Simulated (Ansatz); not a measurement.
Basis-set series for `[NH2][AlH][CH]=S`. Total charge 0; spin multiplicity 1. The structure was optimised at the PBE0-D4/def2-TZVP level. It is one conformer, not always the lowest.

```tsv
functional	basis	functions	energy (Eh)	HOMO (eV)	LUMO (eV)
PBE0-D4	def2-TZVPP	202	-735.58454	-6.14	-2.81
PBE0-D4	def2-QZVPP	374	-735.61020	-6.18	-2.86
ωB97M-V	def2-TZVPP	202	-735.87257	-8.30	-0.69
ωB97M-V	def2-QZVPP	374	-735.89705	-8.35	-0.77
```

Question: Give the rows for def2-SVP. (An estimate is asked.)

Answer: Ansatz gave: 
```json
{"functional": "PBE0-D4", "basis": "def2-SVP", "functions": "84", "energy (Eh)": "-735.24858", "HOMO (eV)": "-5.98", "LUMO (eV)": "-2.62"}
{"functional": "ωB97M-V", "basis": "def2-SVP", "functions": "84", "energy (Eh)": "-735.53335", "HOMO (eV)": "-8.11", "LUMO (eV)": "-0.41"}
```
